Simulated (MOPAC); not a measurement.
Input file for MOPAC: AM1 on C2H6N2 (a complex), monomers drawn apart or pushed together.

```
AM1 1SCF PRECISE CHARGE=0 THREADS=1
C2H6N2

N     -0.05341501 1     0.00409944 1     0.17064993 1
H      0.64985827 1     0.30730519 1    -0.49366318 1
H      0.37040848 1    -0.71429221 1     0.74933568 1
H     -0.79547741 1    -0.43773557 1    -0.36034019 1
C     -0.25517580 1     1.33692632 1     5.29753503 1
C      0.42042913 1     0.05844856 1     5.44026584 1
N      0.95373710 1    -0.95758594 1     5.51710511 1
H     -1.20031291 1     1.32664395 1     5.84094836 1
H      0.36927051 1     2.13938675 1     5.69099630 1
H     -0.44289657 1     1.50327788 1     4.23484439 1
```

Output:

```
*******************************************************************************
 **                                                                           **
 **                              MOPAC v23.2.5                                **
 **                                                                           **
 *******************************************************************************
 ** MOPAC's Digital Object Identifier: https://doi.org/10.5281/zenodo.6511958 **
 **                                                                           **
 ** Please cite the open-source release paper for use of this MOPAC version:  **
 ** J. E. Moussa and J. J. P. Stewart (2026)                                  **
 ** MOPAC: An open-source semiempirical molecular orbital program             **
 ** J. Open Source Softw., 11(119), 8025, https://doi.org/10.21105/joss.08025 **
 *******************************************************************************

                              AM1 CALCULATION RESULTS

 *******************************************************************************
 *  AM1        - The AM1 Hamiltonian to be used
 *
 *
 *
 *                 CHARGE ON SYSTEM = 0
 *
 *
 *
 *  PRECISE    - TIGHTER CRITERIA TO BE USED
 *  1SCF       - DO 1 SCF AND THEN STOP
 *  THREADS=1  - MULTI-THREADING NOT USED
 *  T=         - A TIME OF 172800.0 SECONDS REQUESTED
 *  DUMP=N     - RESTART FILE WRITTEN EVERY 7200.0 SECONDS REQUESTED
 *******************************************************************************
AM1 1SCF PRECISE CHARGE=0 THREADS=1
 C2H6N2

   ATOM   CHEMICAL          X               Y               Z
  NUMBER   SYMBOL      (ANGSTROMS)     (ANGSTROMS)     (ANGSTROMS)

     1       N         -0.05341501  *   0.00409944  *   0.17064993  *
     2       H          0.64985827  *   0.30730519  *  -0.49366318  *
     3       H          0.37040848  *  -0.71429221  *   0.74933568  *
     4       H         -0.79547741  *  -0.43773557  *  -0.36034019  *
     5       C         -0.25517580  *   1.33692632  *   5.29753503  *
     6       C          0.42042913  *   0.05844856  *   5.44026584  *
     7       N          0.95373710  *  -0.95758594  *   5.51710511  *
     8       H         -1.20031291  *   1.32664395  *   5.84094836  *
     9       H          0.36927051  *   2.13938675  *   5.69099630  *
    10       H         -0.44289657  *   1.50327788  *   4.23484439  *



          CARTESIAN COORDINATES

    NO.       ATOM           X           Y           Z

     1         N         -0.0534      0.0041      0.1706
     2         H          0.6499      0.3073     -0.4937
     3         H          0.3704     -0.7143      0.7493
     4         H         -0.7955     -0.4377     -0.3603
     5         C         -0.2552      1.3369      5.2975
     6         C          0.4204      0.0584      5.4403
     7         N          0.9537     -0.9576      5.5171
     8         H         -1.2003      1.3266      5.8409
     9         H          0.3693      2.1394      5.6910
    10         H         -0.4429      1.5033      4.2348

  H: (AM1): M.J.S. DEWAR ET AL, J. AM. CHEM. SOC. 107 3902-3909 (1985)
  C: (AM1): M.J.S. DEWAR ET AL, J. AM. CHEM. SOC. 107 3902-3909 (1985)
  N: (AM1): M.J.S. DEWAR ET AL, J. AM. CHEM. SOC. 107 3902-3909 (1985)

           Empirical Formula: C2 H6 N2  =    10 atoms



      MOLECULAR POINT GROUP   :   Cs


      RHF CALCULATION, NO. OF DOUBLY OCCUPIED LEVELS = 12


 -------------------------------------------------------------------------------
 AM1 1SCF PRECISE CHARGE=0 THREADS=1
 C2H6N2



     1SCF WAS SPECIFIED, SO BFGS WAS NOT USED
     SCF FIELD WAS ACHIEVED


                              AM1 CALCULATION
                                                       MOPAC v23.2.5 Linux




          FINAL HEAT OF FORMATION =         13.33618 KCAL/MOL =      55.79857 KJ/MOL


          COSMO AREA              =        129.79 SQUARE ANGSTROMS
          COSMO VOLUME            =         99.69 CUBIC ANGSTROMS

          IONIZATION POTENTIAL    =         10.625772 EV
          HOMO LUMO ENERGIES (EV) =        -10.626  1.851
          NO. OF FILLED LEVELS    =         12
          MOLECULAR WEIGHT        =         58.0828         POINT GROUP:  Cs

          MOLECULAR DIMENSIONS (Angstroms)

            Atom       Atom       Distance
            H     9    H     4     6.67959
            H     2    N     7     3.56617
            N     7    H     8     2.61863


          SCF CALCULATIONS        =          1





   ATOM   CHEMICAL          X               Y               Z
  NUMBER   SYMBOL      (ANGSTROMS)     (ANGSTROMS)     (ANGSTROMS)

     1       N         -0.05341501  *   0.00409944  *   0.17064993  *
     2       H          0.64985827  *   0.30730519  *  -0.49366318  *
     3       H          0.37040848  *  -0.71429221  *   0.74933568  *
     4       H         -0.79547741  *  -0.43773557  *  -0.36034019  *
     5       C         -0.25517580  *   1.33692632  *   5.29753503  *
     6       C          0.42042913  *   0.05844856  *   5.44026584  *
     7       N          0.95373710  *  -0.95758594  *   5.51710511  *
     8       H         -1.20031291  *   1.32664395  *   5.84094836  *
     9       H          0.36927051  *   2.13938675  *   5.69099630  *
    10       H         -0.44289657  *   1.50327788  *   4.23484439  *

                             CARTESIAN COORDINATES

   1    N       -0.053415010     0.004099440     0.170649930
   2    H        0.649858270     0.307305190    -0.493663180
   3    H        0.370408480    -0.714292210     0.749335680
   4    H       -0.795477410    -0.437735570    -0.360340190
   5    C       -0.255175800     1.336926320     5.297535030
   6    C        0.420429130     0.058448560     5.440265840
   7    N        0.953737100    -0.957585940     5.517105110
   8    H       -1.200312910     1.326643950     5.840948360
   9    H        0.369270510     2.139386750     5.690996300
  10    H       -0.442896570     1.503277880     4.234844390


           Empirical Formula: C2 H6 N2  =    10 atoms



      MOLECULAR POINT GROUP   :   Cs


                  EIGENVALUES
 -37.10308 -32.52763 -31.13829 -18.44755 -15.77708 -15.76661 -15.45984 -15.44175
 -13.59130 -12.54374 -12.52960 -10.62577   1.85096   1.86631   3.18432   4.11243
   4.12396   4.15059   4.38256   5.88199   5.88599   6.71797


              NET ATOMIC CHARGES AND DIPOLE CONTRIBUTIONS

  ATOM NO.   TYPE          CHARGE      No. of ELECS.   s-Pop       p-Pop
    1          N          -0.372633        5.3726     1.61066     3.76197
    2          H           0.123546        0.8765     0.87645
    3          H           0.125526        0.8745     0.87447
    4          H           0.123561        0.8764     0.87644
    5          C          -0.127769        4.1278     1.18922     2.93855
    6          C          -0.141527        4.1415     1.28574     2.85579
    7          N          -0.056756        5.0568     1.81845     3.23831
    8          H           0.106338        0.8937     0.89366
    9          H           0.106345        0.8937     0.89365
   10          H           0.113369        0.8866     0.88663
 DIPOLE           X         Y         Z       TOTAL
 POINT-CHG.    -0.822     1.474    -0.617     1.798
 HYBRID         0.126    -0.377    -0.724     0.826
 SUM           -0.696     1.097    -1.342     1.868


          ATOMIC ORBITAL ELECTRON POPULATIONS

     Atom    s        px        py        pz
    1  N   1.61066   1.13381   1.39186   1.23630
    2  H   0.87645
    3  H   0.87447
    4  H   0.87644
    5  C   1.18922   1.00077   0.89341   1.04437
    6  C   1.28574   0.95289   0.95086   0.95204
    7  N   1.81845   1.07421   1.09510   1.06900
    8  H   0.89366
    9  H   0.89365
   10  H   0.88663

 **********************
 *                    *
 * JOB ENDED NORMALLY *
 *                    *
 **********************




 == MOPAC DONE ==
```

The run finished.

Cost: roughly 0.020 core-seconds.
